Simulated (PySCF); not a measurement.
Excitations are Tamm–Dancoff values on a coarser integration grid. The basis has no diffuse functions, so Rydberg states are missing or too high.

## H₃InS₂, SMILES `[InH]([SH])[SH]` (H–S–In–S torsion 0°, S–In–S–H torsion 0°) (charge 0, multiplicity 1)

Computed with PySCF with PBE-D3(BJ)/def2-TZVP // B3LYP-D3(BJ)/def2-TZVP.

HOMO: -6.23 eV
dipole moment: 0.02 D
LUMO: -2.16 eV
HOMO–LUMO gap: 4.07 eV
S1 excitation (TDA): 4.24 eV
S1 oscillator strength: 0.000
T1 excitation (TDA): 3.90 eV
S1–T1 gap (TDA): 0.35 eV
total energy: -26886.71 eV
cost: very roughly 50 core-seconds

```xyz
6

S     -1.9438    -0.4479     0.5453
In    -0.1650     0.8276    -0.4508
S      2.0504    -0.0868    -0.2541
H     -1.1358    -1.4273     0.9852
H     -0.4600     2.3071    -1.2566
H      1.6543    -1.1728     0.4309
```
Charge 0, spin multiplicity 1.
